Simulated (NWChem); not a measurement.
## Relativistic effects in HSn

```
Sn
H 1 1.8080
```
Charge 0, spin multiplicity 2.

The numbers come from NWChem runs, not from measurements. Structure: optimised with UPBE/def2-SVP with def2 effective core potentials on Sn, a minimum by its harmonic frequencies.

Functional PBE, all-electron basis x2c-SVPall-2c, contracted for the X2C Hamiltonian and used here with ZORA. The ion keeps the geometry and has multiplicity 1 in the scalar run; the spin-orbit run starts from the same electron counts.

The cost column gives rough processor time relative to scalar ZORA; each entry includes its own SCF.

This spin state was chosen for the runs; another may lie lower. The structure started from a generated list of species. No SCF solution was tested for a lower state.

```
Hamiltonian      ΔSCF ionisation energy (eV)  relative cost
---------------  ---------------------------  -------------
scalar ZORA                             7.19              1
spin-orbit ZORA                         7.31        under 3
```

From scalar ZORA to spin-orbit ZORA the ionisation energy rises by 0.12 eV.
